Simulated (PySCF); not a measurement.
**[Ce(H2S)3]3+: from a saddle point downhill**

PySCF 2.14.0, RKS PBE0, Ce lcecp-1-SVP with ECP47, S def2-SVP, H def2-SVP; non-relativistic Hamiltonian with scalar-relativistic core potentials where named; density fitting; no spin-orbit coupling. Relaxed within the symmetry of its start, the geometry (C3h) is

```xyz
10

Ce    0.0000    0.0000    0.0000
S     2.9846    0.0458    0.0000
H     3.4273   -0.7544    1.0137
H     3.4273   -0.7544   -1.0137
S    -1.5319    2.5618    0.0000
H    -1.0603    3.3454    1.0137
H    -1.0603    3.3454   -1.0137
S    -1.4526   -2.6076    0.0000
H    -2.3670   -2.5909    1.0137
H    -2.3670   -2.5909   -1.0137
```

and its lowest harmonic modes are -80, -80, -78, -25, 40, 40 cm⁻¹ (negative: unstable). It was moved along the lowest mode and relaxed again.

Problem. Where does it end, and how much lower?

Solution. In C1, 0.059 eV lower, after 34 steps:
```xyz
10

Ce    0.1070   -0.0830    0.9006
S     2.7761   -0.0467   -0.3867
H     3.7220   -0.0148    0.5982
H     3.0760   -1.2983   -0.8432
S    -1.3930    2.2868   -0.0504
H    -1.7086    3.0711    1.0224
H    -0.5224    3.1632   -0.6307
S    -1.5790   -2.4203    0.2116
H    -2.8915   -2.0604    0.3200
H    -1.5863   -2.5977   -1.1418
```

Problem. How do the contacts change?

Solution. 
| contact | saddle (Å) | end (Å) |
| --- | --- | --- |
| Ce1–S2 (H2S) | 2.985 | 2.964 |
| Ce1–S5 (H2S) | 2.985 | 2.961 |
| Ce1–S8 (H2S) | 2.985 | 2.963 |


Problem. Is the end a minimum?

Solution. No, 1 of the modes stay unstable (below −25 cm⁻¹); lowest modes -69, 21, 29, 39, 45, 59 cm⁻¹.

An lcecp potential fixes the number of 4f electrons, so in runs with it no electron can move into or out of that shell.

State: singlet in the valence, with the 4f electrons in the core potential.
